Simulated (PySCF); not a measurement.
Coordinates in bohr (charge 1 multiplicity 4):
```
Tc    0.0000    0.0000    0.0000
H     3.0622    0.0000    0.0000
H    -1.5311    2.6519    0.0000
H    -1.5311   -2.6519    0.0000
```

Method: UPBE0/[Tc def2-TZVP with ECP28, H def2-TZVP], scalar-relativistic core potentials, density fitting, no spin–orbit coupling, PySCF.

This geometry of [TcH3]+ is a stationary point at this level.

Q: What is the point group?

A: D3h.

Q: Is it a minimum?

A: No: it has 1 imaginary mode, at 550i cm⁻¹ (a2'').

Q: List the harmonic modes with their infrared intensities.

A: 
```
symmetry  ω (cm⁻¹)  IR (km/mol, summed over degenerate members)
    a2''      550i                                            –
      e'      1055                                         73.5
     a1'      1996                                          0.0
      e'      2012                                          0.3
```

Q: What are the dipole moment and the gap between the highest occupied and lowest empty levels of either spin?

A: 0.00 D about the centre of mass and 4.85 eV.

In D3h the vibrations span a2'' + 2e' + a1'. The a1' mode carries no infrared intensity, as symmetry demands.

This need not be the most stable arrangement of these atoms. Other spin states or occupations of the open shell can lie lower. At this level a quartet minimum of Cs symmetry lies 91 kJ/mol below this structure.
